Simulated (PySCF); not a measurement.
Predicted microwave data (PySCF 2.14.0, PBE0-D3(BJ)/def2-SVP geometry optimisation, gas phase) for one isomer of C4H7F3OS:

```
Rotational constants : A = 2545, B = 797.8, C = 703.5 MHz
Dipole components    : |μa| = 0.28 D, |μb| = 2.30 D, |μc| = 0.72 D
Inertial defect      : -113.64 u·Å²
κ                    : -0.90
```

Question: Which candidate fits, each taken in the one conformer that was computed?
A. `[CH3:1][S:2][C@H:3]([CH3:4])[O:5][C:6]([F:7])([F:8])[F:9]` with C1–S2–C3–C4 60°, S2–C3–O5–C6 -94°
B. `[CH3:1][CH2:2][S@:3](=[O:4])[CH2:5][C:6]([F:7])([F:8])[F:9]` with C1–C2–S3–O4 -64°, C2–S3–C5–C6 -86°

Answer: B. It is CC[S@](=O)CC(F)(F)F, an asymmetric top, point group C1. The candidates at the same level (rigid rotor, commonest isotopes):

```csv
SMILES,A (MHz),B (MHz),C (MHz),μa (D),μb (D),μc (D),Δ (u·Å²),point group,rotor
CC[S@](=O)CC(F)(F)F,2545,797.8,703.5,0.28,2.30,0.72,-113.64,C1,asymmetric top
CS[C@H](C)OC(F)(F)F,2251,887.0,802.8,1.93,1.38,0.64,-164.75,C1,asymmetric top
```

`CS[C@H](C)OC(F)(F)F` has C 14 % too high. No structure here is proved a minimum.
